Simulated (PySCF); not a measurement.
Question: Give a PBE0-D3(BJ)/def2-SVP geometry of InChI=1S/B2H8N2O/c5-2-3-1-4-2/h2,5H,1,3-4H2.

Answer: 
Z-matrix in Å and degrees, rows numbered from 1:
```
O 
B   1  1.4156
N   2  1.6051  1  111.10
B   3  1.5942  2   88.26  1   120.63
N   4  1.5938  3   91.91  2    -7.05
H   1  0.9580  2  112.05  3   134.42
H   2  1.2254  1  117.95  3  -130.05
H   3  1.0184  2  111.31  1     4.43
H   3  1.0155  2  115.89  1  -120.29
H   4  1.2187  3  112.76  2  -122.80
H   4  1.2180  3  111.22  2   106.61
H   5  1.0154  2  116.19  1   120.79
H   5  1.0184  2  111.21  1    -4.20
```

B2 (four-coordinate boron) has angles from 90.9° to 117.9°. B4 (four-coordinate boron) has angles from 91.9° to 114.8°. N3 (nitrogen bonded to 2 B and 2 H) has angles from 88.3° to 116.8°. The 4-membered ring B2–N3–B4–N5 has internal angles of 88.1° to 91.9°; it is slightly puckered (a soft mode that the optimisation may not have finished), 0.05 Å rms from its mean plane, widest ring torsion 7°.

Theory: PBE0-D3(BJ)/def2-SVP geometry optimisation, gas phase in PySCF.

Point group: near Cs, missed by 0.10 Å at most; the miss may be what the optimiser left on a soft mode. Stationary, but not proved a minimum. One conformer, not necessarily the lowest (H–O1–B2–N3 134°).
